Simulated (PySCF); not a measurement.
Gas-phase reaction: 2 WO₂(OH)₂ + O₂ = 2 WO₃ + 2 H₂O₂

Energies from PySCF (xtb for GFN2), thermal terms from the rigid-rotor harmonic-oscillator model, ideal gas at 1 bar. S°(298 K) at PBE0/def2-TZVP differs from the NASA 1993 table for H₂O₂ (-8 J/mol/K); whether the harmonic model or the table's entry is off was not settled. † marks an energy on the PBE0/def2-TZVP geometry and frequencies; other levels use their own. CCSD(T) freezes the core. Open shells (unrestricted): O₂ (multiplicity 3); the rest are closed-shell singlets. GFN2 has no spin-polarisation term. W: scalar-relativistic def2 core potential, no spin-orbit coupling. No R ln 2 is added for the mirror-image form of WO₂(OH)₂, H₂O₂. CCSD(T) isn't extrapolated to the basis-set limit; its ΔH°(298 K) is 893.6 kJ in def2-SVP and 903.6 kJ in def2-TZVPP. The harmonic model lacks anharmonicity and excited electronic states, which grow with temperature; levels with a mode under 35 cm⁻¹ are left out. Internal rotation in H₂O₂ is treated as a harmonic vibration of one conformer, which makes the entropy rough. Warning, large T1 diagnostic: WO₂(OH)₂, WO₃ (CCSD(T)/def2-SVP†). Warning, point group unlike the PBE0 one: H₂O₂, WO₂(OH)₂ (GFN2-xTB).

```tsv
level	ΔE electronic, kJ	ΔH°(298 K), kJ	ΔS°(298 K), J/K	ΔG°(600 K), kJ
BLYP/def2-TZVP†	835	840	151	754
CCSD(T)/def2-SVP†	888	894	151	807
GFN2-xTB	520	528	151	442
M06-2X/def2-TZVP†	951	957	151	870
PBE/def2-SVP	861	865	139	786
PBE0/def2-QZVP†	919	924	151	838
PBE0/def2-SVP†	925	930	151	844
ωB97M-V/def2-TZVP†	936	942	151	856
ωB97X-V/def2-TZVP†	952	958	151	871
```
ΔH° is lowest at GFN2-xTB and highest at ωB97X-V/def2-TZVP†. No reference value is set beside these.
